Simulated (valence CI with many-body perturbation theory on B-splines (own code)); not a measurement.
Forbidden lines of Ga7+

Calculated by valence CI with perturbative core correlation (CI+MBPT): six valence electrons over a frozen Dirac-Fock core [Ar], radial functions for each j: 7 s, 7 p, 8 d, 6 f, 4 g, 1 h, with the one-electron correlation potential Σ1, the two-electron term Σ2, the three-electron term Σ3, Breit, model QED; selected CI, second order for the rest, scaled by the run's own slope (own B-spline code, finite nucleus).

No measured spectrum was set against this ion. As an estimate, terms of the open shell hold to 2 to 4 % of their energy, and close levels can change places; different configurations can be misplaced against each other by 1,000 to 8,000 cm⁻¹. Among the levels kept, up to 440 cm⁻¹ of a level comes from second order outside the variational space, and about a tenth of that is noise between levels of different J, which matters for small intervals. Only levels of the ground parity were solved; by the run's estimate the other parity begins above the list, which can be wrong where configurations are misplaced.

Lines 51 to 100 of 120 in falling wavelength, among levels below 94616 cm⁻¹, chosen from the decays that carry over 1 % of a level's rate. Wavelengths and rates use the calculated energies, so an error of 2000 cm⁻¹ moves a line at 3192 Å by 6.4 % and its rate by three times that or more. Electric multipoles are in the length gauge, E1 and E2 with the static RPA response of the core. S is in atomic units (e²a₀⁴ for E2 and M2, e²a₀⁶ for E3), for M1 in squared Bohr magnetons. Weak lines are less certain than strong ones. Lines between different terms over intervals too small for the method are left out, as are lines whose strength nearly cancels. The highest levels of a list are the least certain.

Letters in brackets count levels of one name in rising energy.

```csv
λ vac (Å),Upper,Lower,Type,A (s⁻¹),S (a.u.)
3192,3d⁶ ¹F_3,3d⁶ ³G_4,M1,2.53e+00,2.14e-02
3026,3d⁶ ³P_0 [b],3d⁶ ³D_1,M1,2.10e+00,2.15e-03
3000,3d⁶ ³P_2,3d⁶ ⁵D_3,M1,1.44e+01,7.18e-02
2995,3d⁶ ³P_0 [b],3d⁶ ³D_2,E2,6.74e-01,1.45e-01
2910,3d⁶ ³P_1 [b],3d⁶ ³D_3,E2,4.47e-01,2.50e-01
2893,3d⁶ ³H_4,3d⁶ ⁵D_3,M1,3.66e-01,2.96e-03
2881,3d⁶ ³P_1 [b],3d⁶ ³D_1,M1,2.22e+00,5.91e-03
2881,3d⁶ ³P_1 [b],3d⁶ ³D_1,E2,3.72e-01,1.98e-01
2822,3d⁶ ³H_6,3d⁶ ⁵D_4,E2,3.68e-05,7.65e-05
2778,3d⁶ ³F_4 [b],3d⁶ ³D_3,M1,2.85e+00,2.04e-02
2754,3d⁶ ³H_5,3d⁶ ⁵D_4,M1,4.51e-03,3.84e-05
2754,3d⁶ ³F_2 [b],3d⁶ ³D_1,M1,2.84e+00,1.10e-02
2744,3d⁶ ³P_1 [a],3d⁶ ⁵D_0,M1,3.60e+00,8.27e-03
2737,3d⁶ ³H_4,3d⁶ ⁵D_4,M1,2.36e+00,1.61e-02
2729,3d⁶ ³F_2 [b],3d⁶ ³D_2,M1,5.68e+00,2.14e-02
2720,3d⁶ ³F_2 [a],3d⁶ ⁵D_1,M1,1.29e+00,4.82e-03
2719,3d⁶ ³F_3 [a],3d⁶ ⁵D_2,M1,2.20e+00,1.15e-02
2684,3d⁶ ³F_4 [a],3d⁶ ⁵D_3,M1,1.90e+00,1.23e-02
2662,3d⁶ ³F_2 [a],3d⁶ ⁵D_2,M1,2.85e+00,9.97e-03
2657,3d⁶ ³P_1 [a],3d⁶ ⁵D_2,M1,1.63e+01,3.40e-02
2657,3d⁶ ¹F_3,3d⁶ ³F_3 [a],M1,1.28e-01,6.25e-04
2629,3d⁶ ³F_3 [a],3d⁶ ⁵D_3,M1,6.88e+00,3.25e-02
2603,3d⁶ ¹F_3,3d⁶ ³F_4 [a],M1,2.31e-01,1.06e-03
2597,3d⁶ ³P_0 [a],3d⁶ ⁵D_1,M1,2.18e+01,1.41e-02
2576,3d⁶ ³F_2 [a],3d⁶ ⁵D_3,M1,8.70e-01,2.76e-03
2550,3d⁶ ³F_4 [a],3d⁶ ⁵D_4,M1,1.12e+01,6.20e-02
2500,3d⁶ ³F_3 [a],3d⁶ ⁵D_4,M1,1.42e+00,5.76e-03
2432,3d⁶ ¹F_3,3d⁶ ³H_4,M1,5.94e-01,2.22e-03
2288,3d⁶ ³G_3,3d⁶ ⁵D_2,M1,1.95e-01,6.05e-04
2255,3d⁶ ³G_4,3d⁶ ⁵D_3,M1,2.52e-01,9.63e-04
2247,3d⁶ ³G_5,3d⁶ ⁵D_4,M1,4.19e-02,1.94e-04
2224,3d⁶ ³G_3,3d⁶ ⁵D_3,M1,5.19e-01,1.48e-03
2182,3d⁶ ³F_2 [b],3d⁶ ³G_3,M1,1.86e+00,3.58e-03
2182,3d⁶ ³F_2 [b],3d⁶ ³G_3,E2,1.77e+00,3.91e-01
2159,3d⁶ ³G_4,3d⁶ ⁵D_4,M1,9.91e-01,3.33e-03
2152,3d⁶ ³F_4 [b],3d⁶ ³G_4,M1,2.15e+00,7.13e-03
2130,3d⁶ ³G_3,3d⁶ ⁵D_4,M1,8.18e-02,2.05e-04
2071,3d⁶ ³F_4 [b],3d⁶ ³G_5,M1,4.67e+00,1.38e-02
2071,3d⁶ ³F_4 [b],3d⁶ ³G_5,E2,1.92e+00,5.88e-01
2056,3d⁶ ³P_0 [b],3d⁶ ³P_1 [a],M1,2.69e+00,8.68e-04
1988,3d⁶ ³P_1 [b],3d⁶ ³P_1 [a],E2,6.42e-01,5.34e-02
1924,3d⁶ ³F_2 [b],3d⁶ ³F_2 [a],E2,1.33e+00,1.57e-01
1922,3d⁶ ³D_1,3d⁶ ⁵D_0,M1,3.26e+00,2.57e-03
1920,3d⁶ ³D_2,3d⁶ ⁵D_1,M1,2.14e+00,2.81e-03
1908,3d⁶ ³D_1,3d⁶ ⁵D_1,M1,4.51e+00,3.48e-03
1895,3d⁶ ³F_2 [b],3d⁶ ³F_3 [a],M1,3.44e+00,4.34e-03
1894,3d⁶ ³F_4 [b],3d⁶ ³F_3 [a],M1,1.56e+00,3.54e-03
1891,3d⁶ ³D_2,3d⁶ ⁵D_2,M1,3.28e+00,4.11e-03
1879,3d⁶ ³D_1,3d⁶ ⁵D_2,M1,2.92e-01,2.16e-04
1868,3d⁶ ³F_2 [b],3d⁶ ³F_4 [a],E2,8.72e-01,8.85e-02
```
